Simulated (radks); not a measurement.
Removal energies from the nickel ion Ni13+, [Ne] 3s2 3p3, by Delta-SCF beside the eigenvalue of the level emptied. All-electron calculation, scalar-relativistic Kohn-Sham, LDA (Slater exchange, Perdew-Wang correlation), spin-polarised, spherical densities, finite nucleus; Fermi nuclear charge, rms radius of each element as measured or else 0.836 A^(1/3) + 0.57 fm. Program: a radial shooting solver on a logarithmic mesh with Libxc functionals. Open shells are filled with parallel spins first.

\begin{tabular}{lrrr}
removed from & final configuration & Delta-SCF (eV) & -eigenvalue (eV) \\ \hline
3p & [Ne] 3s2 3p2 & 427.03 & 409.82 \\
3s & [Ne] 3s1 3p3 & 456.54 & 441.51 \\
2p & [He] 2s2 2p5 3s2 3p3 & 1293.6 & 1247.1 \\
2s & [He] 2s1 2p6 3s2 3p3 & 1421.6 & 1381.0 \\
\end{tabular}
